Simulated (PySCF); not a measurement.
BrClH₄N₂Si. Atoms are numbered in the order given.

```xyz
9

N     -1.6859    -1.3231     0.4171
Si    -0.1532    -0.5830     0.3986
N      1.0478    -1.7870     0.3616
Cl    -0.1570     0.6711     2.0488
Br     0.3050     0.7258    -1.3542
H     -1.9296    -1.9832    -0.3132
H     -2.4908    -0.8085     0.7548
H      1.0467    -2.5153     1.0675
H      1.9790    -1.5710     0.0267
```
Charge 0, spin multiplicity 1.

Geometry: PBE0-D3(BJ)/def2-SVP. This is a generated structure with no PubChem entry under its InChIKey; it may be hypothetical. The values are those of a single conformer.

The numbers are results of CAM-B3LYP/def2-TZVP (PySCF), not measurements.

Gas-phase values at a fixed geometry.

Q: Estimate the frontier levels, gap, dipole moment and polarisability. (Estimate from the structure and the level; the computed values follow.)

A: 
```json
{
  "highest_occupied_level": "-9.26 eV",
  "lowest_empty_level": "1.27 eV",
  "orbital_gap": "10.53 eV",
  "dipole_moment": "2.39 D",
  "quadrupole, principal values (traceless, Buckingham form, about the centre of nuclear charge)": "-8.87, 0.25, 8.62 D·Å",
  "mean_static_polarisability": "67.6 bohr³ (10.02 Å³)",
  "polarisability_principal_values": "60.2, 66.8, 75.9 bohr³"
}
```
